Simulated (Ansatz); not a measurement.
Start from `CN(C)C(=O)C(C)(C)C` and change one atom or group to get `CC(C)(C)C(=O)O`.

Ansatz, PBE0-D4/def2-TZVP geometries, multiplicity 1. Each molecule was computed in one conformer, which needn't be the lowest.

```json
{"property": "HOMO energy (PBE0/def2-TZVPP) / eV", "`CN(C)C(=O)C(C)(C)C`": "-6.85"}
{"property": "HOMO–LUMO gap (ωB97M-V/def2-TZVPP) / eV", "`CN(C)C(=O)C(C)(C)C`": "11.46"}
{"property": "LUMO energy (ωB97M-V/def2-TZVPP) / eV", "`CN(C)C(=O)C(C)(C)C`": "2.34"}
{"property": "LUMO energy (PBE0/def2-TZVPP) / eV", "`CN(C)C(=O)C(C)(C)C`": "0.81"}
{"property": "size of the dipole moment (ωB97M-V/def2-TZVPP) / D", "`CN(C)C(=O)C(C)(C)C`": "3.45"}
{"property": "HOMO–LUMO gap (B3LYP/def2-TZVPP) / eV", "`CN(C)C(=O)C(C)(C)C`": "7.19"}
```

Problem. What does the change do to each property? (Estimate.)

Solution. Ansatz gave: 
```
                                          property  `CC(C)(C)C(=O)O`  shift
                HOMO energy (PBE0/def2-TZVPP) / eV             -7.89  -1.04
           HOMO–LUMO gap (ωB97M-V/def2-TZVPP) / eV             12.69   1.23
             LUMO energy (ωB97M-V/def2-TZVPP) / eV              2.37   0.03
                LUMO energy (PBE0/def2-TZVPP) / eV              0.32  -0.49
size of the dipole moment (ωB97M-V/def2-TZVPP) / D              1.71  -1.74
             HOMO–LUMO gap (B3LYP/def2-TZVPP) / eV              7.68   0.49
```

With PBE0 the HOMO falls by 1.04 eV and the LUMO falls by 0.49 eV, so the gap widens by about 0.55 eV. PBE moves the HOMO by -0.87 eV and ωB97M-V by -1.20 eV. Dipoles are sizes alone; their direction can turn.

B3LYP here is the variant with VWN-RPA as its local correlation; programs differ in this.
